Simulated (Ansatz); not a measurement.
The same group exchange along the group F, Cl, Br, I.

Gas-phase electronic energies from Ansatz, PBE0-D4/def2-TZVP geometries. CCSD(T)/CBS adds triple-zeta CCSD(T) − MP2 to the extrapolated MP2 energy (def2 sets, frozen cores). This one scheme is used for every species. Functionals use def2-TZVPP. def2 core potentials past Kr. For Br, Ga, I outer-core shells are correlated without core-valence functions, which leaves a few kJ/mol of doubt a bond. Scalar relativity is left out up to krypton. One conformer a species, not always the lowest.

```
                                                  reaction  CCSD(T)/CBS(def2) (kJ/mol)
 `F[SiH2]C[SiH3]` + `[GaH3]` → `[SiH3]C[SiH2][GaH2]` + H–F                           ?
`[SiH3]C[SiH2]Cl` + `[GaH3]` → `[SiH3]C[SiH2][GaH2]` + HCl                          76
`[SiH3]C[SiH2]Br` + `[GaH3]` → `[SiH3]C[SiH2][GaH2]` + HBr                          76
  `[SiH3]C[SiH2]I` + `[GaH3]` → `[SiH3]C[SiH2][GaH2]` + HI                          69
```

Fill in the missing values. (Estimate.)

The calculation gave: `F[SiH2]C[SiH3]` + `[GaH3]` → `[SiH3]C[SiH2][GaH2]` + H–F: +110.1 kJ/mol.

Largest T1 diagnostic: 0.013, for `[GaH3]`.
